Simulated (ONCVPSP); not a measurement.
H (Z = 1): one change to an ONCV potential, before and after

ONCVPSP 4.0.1 input, shortened (lines: element, Z, core and valence counts, functional; n l f; lmax; l rc ep ncon nbas qcut; lloc lpopt rc5 dvloc0; l nproj debl; icmod fcfact rcfact), PBE, non-relativistic:

```
  H 1.00    0    1        4      upf
    1    0    1.00
    1
    0    1.00    0.00    4    7    7.40
    1    0.90    0.18    4    9    7.80
    1    5    0.90    0.00
    0    2    3.40
    1    0    0.60
    0    0.00    0.00
```

Change: s: rc 0.94.

Cutoffs: the cutoffs (Ha) at which the residual kinetic energy of the hardest occupied pseudo-wave falls to 1 and 0.1 mHa per electron; they do not see the model core or the augmentation charge, which bear on the density cutoff. Errors are all-electron minus pseudo energies relative to the spin-unpolarised reference configuration.

Question: How do hardness, ghosts and transferability respond?

Answer: The potential gets harder (18 Ha and 27 Ha → 19 Ha and 31 Ha); neither file shows a bound ghost. A smaller radius makes the pseudo-wave follow the all-electron one further in, where it bends more sharply, so more plane waves are needed.

```csv
quantity,base,changed
"cutoff, loose",18 Ha,19 Ha
"cutoff, tight",27 Ha,31 Ha
bound ghosts,none,none
GHOST(+) flags under 300 eV,none,none
"error for 1s0.5, meV [ΔE 4.76 eV]",+0.9,+0.7
p: phases at 0.91 bohr within 0.05 rad from the reference energy up to (Ha; the scan ends near 5),to the end of the scan,to the end of the scan
```
